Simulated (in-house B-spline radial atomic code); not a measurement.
Atomic self-consistent-field run: neutral cadmium (an excited or competing configuration). All numbers are computed (scalar-relativistic (X2C) LDA PW92, spin-polarised, spherical fractional occupations; Fermi nucleus of rms radius 4.6087 fm) with an all-electron radial atomic-structure program (B-spline basis), not measured.

Command:
```bash
python run_scf.py task.json out
```
Settings (nuclear radius in fm, mass in u):
```
Z                48
configuration    [Ar] 3d9 4s2 4p6 4d10 5s2 6d1
hamiltonian      x2c
method           lda,pw
spin_polarised   True
nucleus          fermi
rms_radius       4.6087
atomic_mass      113.90336
speed_of_light   137.035999084
```

Output (hartree, bohr):
```
 radial grid: 90 intervals, B-splines of order 8, outer radius 85 bohr

 iter        energy (Eh)    residual
    1       -5569.987751    3.39e-01
    2       -5569.452543    3.80e-01
    3       -5573.283186    2.23e-02
    4       -5573.290078    4.70e-03
    5       -5573.290445    2.51e-03
    6       -5573.290606    1.79e-03
    7       -5573.290692    1.15e-04
    8       -5573.290694    1.61e-05
    9       -5573.290694    2.35e-05
   10       -5573.290694    7.42e-06
   11       -5573.290695    1.09e-06
   12       -5573.290695    1.16e-07

 total energy                     -5573.29069
 kinetic                            5843.9073
 electron-nucleus                 -13487.5366
 Hartree                            2218.8409
 exchange-correlation               -148.5023

 orbital      occ     eigenvalue          <r>       <r^2>       <1/r>       r_max
 1s up      1.000      -973.4796    0.0298711  0.00121709      52.709     0.01904
 1s down    1.000      -973.4773     0.029871  0.00121707     52.7092     0.01904
 2s up      1.000      -146.0772     0.131293   0.0203822     11.9166      0.1113
 2s down    1.000      -146.0003     0.131265   0.0203736     11.9198      0.1113
 2p up      3.000      -131.4128      0.11464   0.0160605      11.156     0.08873
 2p down    3.000      -131.3526     0.114607    0.016051     11.1588     0.08871
 3s up      1.000       -28.1940      0.35626    0.145245     4.17763      0.3232
 3s down    1.000       -28.1057     0.356507    0.145452     4.17372      0.3233
 3p up      3.000       -23.3785     0.354118    0.145616     3.92091      0.3158
 3p down    3.000       -23.2898      0.35443    0.145881     3.91681      0.3159
 3d up      5.000       -15.8516     0.330105    0.129354     3.68453      0.2631
 3d down    4.000       -15.7506     0.330583    0.129773     3.68058      0.2633
 4s up      1.000        -4.4714     0.861157    0.840593     1.63241      0.7824
 4s down    1.000        -4.4562      0.86243    0.843085     1.62956      0.7834
 4p up      3.000        -3.0140      0.93363    0.998558     1.46668      0.8271
 4p down    3.000        -3.0011     0.935359     1.00228      1.4637      0.8284
 4d up      5.000        -0.9060      1.18237     1.67578     1.13768      0.9371
 4d down    5.000        -0.8974      1.18696     1.68904     1.13348        0.94
 5s up      1.000        -0.4812      2.51303     7.17983    0.512714       2.138
 5s down    1.000        -0.4792      2.51112     7.16549       0.513        2.14
 6d up      1.000        -0.0228      17.4692     345.052   0.0787001       17.98
```

Time taken, with all properties: 0.36 s on 1 thread of Arm Neoverse V2, with other jobs on the host.

One-electron X2C: radii and densities carry no picture-change correction, so inner-shell <1/r> comes out high (for 1s by about 2 % at Z = 33, 5 % at 54, 10 % at 75, 30 % at 118) and <r> low.
